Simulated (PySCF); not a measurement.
# Hg²⁺ (mercury, charge +2): UHF calculation

Configuration: [Xe] 4f14 5d9 6s1, 6s spin antiparallel (an excited configuration). Calculation: PySCF 2.14, in def2-TZVPPD with the def2 core potential (60 electrons); scalar relativity through the core potential.

* Total energy: -151.377657 hartree
* One-electron energy: -253.9958 hartree
* Hartree (Coulomb) energy: 115.0185 hartree
* Exchange energy: -12.4004 hartree
* ⟨S²⟩: 1.0037
* ⟨L²⟩: 6.032
* Sum of ⟨r⟩: 23.37 bohr
* Sum of ⟨r²⟩: 36.35 bohr²
* Traceless quadrupole moment −½Σ⟨3z² − r²⟩ along its main axis: -0.484 e·bohr²

| shell | electrons | mean orbital energy (hartree) | spread (hartree) | rms radius, mean of both spins (bohr) |
| --- | --- | --- | --- | --- |
| 5s α | 1 | -5.91729 | 0 | 0.975 |
| 5s β | 1 | -5.86125 | 0 | 0.975 |
| 5p α | 3 | -3.90802 | 0.06293 | 1.12 |
| 5p β | 3 | -3.82095 | 0.04679 | 1.12 |
| 5d α | 5 | -1.43286 | 0.07636 | 1.51 |
| 5d β | 4 | -1.40512 | 0.05321 | 1.51 |
| 6s β | 1 | -1.00930 | 0 | 2.55 |

Energies and moments cover only the electrons outside the core potential. Spin-orbit coupling, absent here, splits the open shell strongly. With the s spin flipped the determinant is a mixture of two multiplicities, not a spectroscopic state.
